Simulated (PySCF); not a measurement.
**SiCl3 at several levels of theory**

All levels use the PBE0 minimum (doublet; Si–Cl 2.043 Å (×3); Cl–Si–Cl 109.5° (×3)), basis [Si def2-TZVP, Cl def2-TZVP], no relativity, density fitting, no spin–orbit coupling, PySCF. For vertical energies the ionised species is a singlet (spins chosen at PBE0 and kept) and the electron-attached one a singlet. Atomisation goes to high-spin ground-configuration atoms, without zero-point energy. Open shells are unrestricted, also as the reference of the correlated levels. A dash marks a value that was not computed or is not defined at that level.

| level | atomisation (kJ/mol) | vertical IP (eV) | vertical EA (eV) | −ε(HOMO) (eV) | dipole (D) |
| --- | --- | --- | --- | --- | --- |
| PBE0 | 1157 | 9.17 | 1.58 | 7.06 | 0.54 |
| HF | 843 | 9.12 | 0.57 | 10.16 | 0.82 |
| MP2 | 1165 | 9.01 | 1.49 | – | – |
| PBE | 1177 | 8.88 | 1.55 | 5.84 | 0.43 |
| r2SCAN | 1186 | 9.16 | 1.45 | 6.25 | 0.52 |
| B3LYP | 1100 | 9.09 | 1.67 | 6.77 | 0.57 |
| TPSSh | 1145 | 9.10 | 1.54 | 6.51 | 0.51 |
| PBEsol | 1254 | 8.84 | 1.55 | 5.79 | 0.42 |
| LC-wPBE | 1136 | 9.47 | 1.61 | 9.71 | 0.63 |

Without diffuse functions attachment energies tend to come out too low.
